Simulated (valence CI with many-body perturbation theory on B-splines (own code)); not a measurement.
## Te: calculation against measured levels

Level of theory: valence CI with perturbative core correlation (CI+MBPT): six valence electrons over a frozen Dirac-Fock core [Kr] 4d10, radial functions for each j: 9 s, 9 p, 8 d, 6 f, 3 g, 1 h, with the one-electron correlation potential Σ1 (screened to all orders), the two-electron term Σ2, the three-electron term Σ3, Breit, model QED; selected single and double excitations, second order for the rest, scaled by the run's own slope (own B-spline code, finite nucleus).

Set against measurement, 23 paired levels are off by 130 cm⁻¹ on average, the worst by 245. These come from a selection out of the NIST Handbook of Basic Atomic Spectroscopic Data. Levels without a partner in it may be off by more. Among the levels kept, up to 1100 cm⁻¹ of a level comes from second order outside the variational space, and about a tenth of that is noise between levels of different J, which matters for small intervals.

Measured levels: NIST Handbook of Basic Atomic Spectroscopic Data (Sansonetti and Martin, J. Phys. Chem. Ref. Data 34, 1559 (2005)). Pairs share parity and J, and are chosen by configuration, term and nearness in energy; levels without a clear partner are left out. Energies in cm⁻¹ above the measured ground level.

Names give the largest LS component (configuration and term), which can be under half, so a name can repeat, a term be missing and a line seem to break the LS rules; names also repeat where a configuration has a term twice.

```tsv
Computed label	Label in the source	Measured	Computed	Difference
5s²5p⁴ ³P_2	5p4 3P	0	0.0	0
5s²5p⁴ ³P_0	5p4 3P	4706.5	4666.5	-40
5s²5p⁴ ³P_1	5p4 3P	4750.7	4731.0	-20
5s²5p⁴ ¹D_2	5p4 1D	10557.9	10544.7	-13
5s²5p⁴ ¹S_0	5p4 1S	23198.4	23176.4	-22
5s²5p³6s ⁵S°_2	5p3(4S) 6s 5S°	44253	44169.4	-84
5s²5p³6s ³S°_1	5p3(4S) 6s 3S°	46652.7	46581.4	-71
5s²5p³6p ⁵P_1	5p3(4S) 6p 5P	54160.1	53974.9	-185
5s²5p³6p ⁵P_2	5p3(4S) 6p 5P	54199.1	54013.2	-186
5s²5p³6p ⁵P_3	5p3(4S) 6p 5P	54535.3	54305.2	-230
5s²5p³6s ³D°_1	5p3(2D) 6s 3D°	54683.9	54660.9	-23
5s²5p³6s ³D°_2	5p3(2D) 6s 3D°	54880.1	54842.8	-37
5s²5p³6p ³P_1	5p3(4S) 6p 3P	55355.7	55166.8	-189
5s²5p³6p ³P_2	5p3(4S) 6p 3P	55667.8	55484.5	-183
5s²5p³5d ⁵D°_3	5p3(4S) 5d 5D°	55677.7	55523.7	-154
5s²5p³6p ³P_0	5p3(4S) 6p 3P	55809.1	55590.6	-218
5s²5p³5d ⁵D°_4	5p3(4S) 5d 5D°	55816.2	55571.5	-245
5s²5p³5d ⁵D°_2	5p3(4S) 5d 5D°	55817.3	55645.5	-172
5s²5p³5d ⁵D°_0	5p3(4S) 5d 5D°	55826.5	55595.6	-231
5s²5p³5d ⁵D°_1	5p3(4S) 5d 5D°	55851.5	55663.8	-188
5s²5p³6s ¹D°_2	5p3(2D) 6s 1D°	57114.2	57033.2	-81
5s²5p³5d ³D°_2	5p3(4S) 5d 3D°	58592.4	58461.3	-131
5s²5p³5d ³D°_1	5p3(4S) 5d 3D°	58746.1	58596.2	-150
5s²5p³5d ³D°_3	5p3(4S) 5d 3D°	58827.0	58697.2	-130
```

Over 23 excited levels the mean absolute difference is 130 cm⁻¹, the median 150 and the largest 245. The comparison draws on a selection of the measured levels: 24 of the 27 computed ones have a partner in it, and others may be off by more.

Rates against NIST Handbook of Basic Atomic Spectroscopic Data (Sansonetti and Martin, J. Phys. Chem. Ref. Data 34, 1559 (2005)):

| λ vac, measured (nm) | Upper | Lower | A computed (s⁻¹) | A tabulated (s⁻¹) |
| --- | --- | --- | --- | --- |
| 214.35 | 5s²5p³6s ³S°_1 | 5s²5p⁴ ³P_2 | 2.88e+08 | 3.11e+08 |
| 225.97 | 5s²5p³6s ⁵S°_2 | 5s²5p⁴ ³P_2 | 1.20e+07 | 1.30e+07 |
| 238.40 | 5s²5p³6s ³S°_1 | 5s²5p⁴ ³P_0 | 4.14e+07 | 4.00e+07 |
| 238.65 | 5s²5p³6s ³S°_1 | 5s²5p⁴ ³P_1 | 8.19e+07 | 8.10e+07 |
